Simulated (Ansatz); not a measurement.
Compare A (`F[Si]1([GeH3])CS1`) with its isomer B (`F[Si@H]1S[C@@H]1[GeH3]`).

Computed with Ansatz on PBE0-D4/def2-TZVP structures; ΔE is electronic, products minus reactants. CBS: MP2 limit from def2 TZ/QZ plus the TZ coupled-cluster correction, frozen cores. Functionals use def2-TZVPP. B3LYP here is the variant with VWN-RPA as its local correlation; programs differ in this. For Ge outer-core shells are correlated without core-valence functions, which leaves a few kJ/mol of doubt a bond. Scalar relativity is left out up to krypton.

A:

Z-matrix (Å, degrees):
```
Si
Ge 1 2.363
C 1 1.831 2 124.2
F 1 1.597 2 110.5 3 -147.1
S 1 2.073 2 120.2 3 68.6
H 2 1.534 1 107.6 3 -21.8
H 2 1.534 1 109.7 3 -141.1
H 2 1.536 1 110.6 3 98.1
H 3 1.087 1 118.9 2 -149.2
H 3 1.086 1 121.8 2 2.3
```

B:

Z-matrix (Å, degrees):
```
Si
S 1 2.062
C 1 1.821 2 58.4
F 1 1.588 2 120.2 3 108.2
H 1 1.471 2 121.3 3 -112.0
Ge 3 1.949 1 123.7 2 -104.9
H 3 1.089 1 116.3 2 102.6
H 6 1.537 3 108.4 1 17.8
H 6 1.537 3 109.8 1 137.5
H 6 1.539 3 109.3 1 -102.0
```

Question: Which is lower in electronic energy at CCSD(T)/CBS, and by how much? (Best estimate.)

Answer: The calculation gave: A, by 5.6 kcal/mol.

Question: Give E(B) − E(A) in kcal/mol with B3LYP, PBE0-D4, PBE-D4, B2PLYP, CCSD(T)/def2-TZVPP, HF/def2-TZVPP, CCSD/def2-TZVPP. (Best estimate.)

Answer: The calculation gave: B3LYP 8.1, PBE0-D4 8.6, PBE-D4 9.4, B2PLYP 6.5, CCSD(T)/def2-TZVPP 5.5, HF/def2-TZVPP 5.1, CCSD/def2-TZVPP 5.5. None reverses the order clearly.

Largest T1 diagnostic: 0.013.

From PBE to PBE0 (25 % exact exchange), in def2-TZVPP and without D4, E(B) − E(A) moves by −0.8 kcal/mol.
